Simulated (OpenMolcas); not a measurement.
# Bi3+: effect of the IPEA shift

```json
{"Program": "OpenMolcas", "Basis": "ANO-RCC-VTZP [8s7p5d3f2g]", "Scalar Hamiltonian": "DKH2, point nucleus", "Active space": "2 electrons in 4 orbitals (6s 6p)", "State averaging": "2S+1 = 3 even, 3 roots; 2S+1 = 1 even, 7 roots; 2S+1 = 3 odd, 3 roots; 2S+1 = 1 odd, 3 roots", "Spin-orbit coupling": "RASSI with atomic mean-field integrals over the reference wave functions, term energies averaged over their components"}
```

Methods on the same reference wave functions:
A. CASSCF
B. MS-CASPT2, IPEA 0 Eh, imaginary shift 0.1 Eh (closed shells correlated: 5d)
C. MS-CASPT2, IPEA 0.25 Eh, imaginary shift 0.1 Eh (closed shells correlated: 5d)

Energies in cm⁻¹ above 6s² ¹S₀, the measured ground level; measured values from Moore, Atomic Energy Levels, vol. III, NSRDS-NBS 35 (1971 reprint of NBS Circular 467, 1958).

```
     Level       A       B       C  Measured
   6s² ¹S₀     0.0     0.0     0.0       0.0
6s 6p ³P°₀   67000   73890   74090     70968
6s 6p ³P°₁   72416   78510   78760     75926
6s 6p ³P°₂   88992   95880   96080          
6s 6p ¹P°₁  117822  111890  112720    114602
   6p² ³P₀  168452  171970  172600    166552
   6p² ³P₁  182910  187940  188520    185014
   6p² ¹S₀  226828  223980  224810
```

Deviations, from unrounded energies. A percentage is the sum of absolute deviations over the sum of measured energies, with the sign that they share, or ± where signs differ.

```
           Against measurement  Levels     A     B     C
mean absolute deviation (cm-1)       5  2900  3300  3500
      other configurations (%)       5  ±2.4  ±2.7  ±2.8
```

A lies closest to measurement on these levels and C furthest from it. The largest miss of A in the table is 6s 6p ³P°₀, by -4000 cm-1. The ranking rests on the paired levels alone, and a cruder setting can come out closer through cancelling errors.

Between B and C the level of the table that moves most is 6p² ¹S₀, by 830 cm-1 (lowest in B, highest in C). Moves below CASPT2's spread within the term are not significant.

The lowest spin-free term lies below A's lowest term by 0.404 hartree in B, 0.401 hartree in C.

Over all roots computed the reference weight is 0.84 to 0.94 in B, 0.88 to 0.94 in C; the roots of lowest weight are the least certain, and an intruder state may touch them. The ¹D term of p² mixes with s d, which this space lacks. Spin-orbit splittings of 6p shells tend to come out small when the coupling is added on scalar orbitals. Computed and measured levels are paired by configuration, term and J; levels that our copy of the source lacks, or whose pairing is in doubt (as where it misses far off the trend of its configuration), stay unpaired and out of the deviations. Levels of configurations outside the active space are missing. Levels that lie high or do not pair safely by name in every column are left out.

° marks odd parity.
